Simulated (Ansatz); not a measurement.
Basis-set series for `CC1=CC(C(F)(F)F)=[O+][Ti-]([F])([F])([Cl])[O]1`. Total charge 0; spin multiplicity 1. All single points use the PBE0-D4/def2-TZVP geometry.

```json
{"functional": "PBE0-D4", "basis": "def2-TZVPP", "functions": "534", "energy (Eh)": "-2151.75191", "HOMO (eV)": "-8.50", "LUMO (eV)": "-3.25"}
{"functional": "PBE0-D4", "basis": "def2-QZVPP", "functions": "967", "energy (Eh)": "-2151.82409", "HOMO (eV)": "-8.51", "LUMO (eV)": "-3.26"}
{"functional": "ωB97M-V", "basis": "def2-TZVPP", "functions": "534", "energy (Eh)": "-2152.64273", "HOMO (eV)": "-10.60", "LUMO (eV)": "-1.14"}
{"functional": "ωB97M-V", "basis": "def2-QZVPP", "functions": "967", "energy (Eh)": "-2152.71015", "HOMO (eV)": "-10.62", "LUMO (eV)": "-1.16"}
```

(1) Give the rows for def2-SVP. (Estimate.)

## Answers

(1) Ansatz gave: 
```csv
functional,basis,functions,energy (Eh),HOMO (eV),LUMO (eV)
PBE0-D4,def2-SVP,237,-2150.48363,-8.44,-3.23
ωB97M-V,def2-SVP,237,-2151.35401,-10.51,-1.06
```

Scalar relativity is left out up to krypton.
